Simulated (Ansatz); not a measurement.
# A relaxation, step by step

KH2Se (charge +1), closed shell, PBE0-D4/def2-TZVP (Ansatz 0.2.0). Settings:

```yaml
hamiltonian: {xc: pbe0, dispersion: d4}
relax: {f_tol: 0.005, max_steps: 200}
```

Start:

```csv
atom,x (Å),y (Å),z (Å)
K1,0.0019,-0.0078,-2.7262
Se2,-0.0681,-0.6406,0.6572
H3,-1.0218,0.4353,1.0336
H4,1.0880,0.2131,1.0355
```

```csv
step,energy less the last (meV),largest force component (eV/Å)
1,7.0,0.502
2,0.5,0.076
3,0.2,0.019
4,0.0,0.003
```

Step 2, positions (Å) and forces (eV/Å):

```
atom       x       y       z      Fx      Fy      Fz
  K1   0.002  -0.009  -2.724  -0.001  -0.005   0.019
 Se2  -0.067  -0.629   0.657   0.008   0.076   0.003
  H3  -1.017   0.430   1.032   0.042  -0.040  -0.011
  H4   1.082   0.209   1.034  -0.049  -0.031  -0.011
```

Step 3, positions (Å) and forces (eV/Å):

```csv
atom,x,y,z,Fx,Fy,Fz
K1,0.002,-0.010,-2.721,0.000,-0.004,0.015
Se2,-0.067,-0.628,0.654,0.000,0.004,-0.019
H3,-1.014,0.429,1.033,-0.009,0.001,0.002
H4,1.079,0.208,1.035,0.009,-0.001,0.002
```

Last step (4):

```csv
atom,x (Å),y (Å),z (Å)
K1,0.0015,-0.0110,-2.7110
Se2,-0.0664,-0.6248,0.6459
H3,-1.0148,0.4281,1.0316
H4,1.0797,0.2076,1.0336
```

The run took about 9.5 s on 2 CPU threads of an Arm Neoverse V1 (shared host).
